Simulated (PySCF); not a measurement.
A structure optimised at PBE-D3(BJ)/def2-SVP, used in a PySCF frequency run:

```xyz
7

Te     0.2870    -0.4671     0.7325
Br    -1.2149     1.2161    -0.4605
O      1.7783    -0.6496    -0.6065
C      1.5026    -1.3888    -1.7915
H      0.7748    -0.8603    -2.4472
H      2.4669    -1.4728    -2.3355
H      1.1144    -2.4117    -1.5862
```

Problem. Write its SMILES and formula.

Solution. CO[Te]Br, CH3BrOTe

Problem. What are its rotational constants (standard atomic weights)?

Solution. 3.3845, 1.2619, 0.95055 GHz
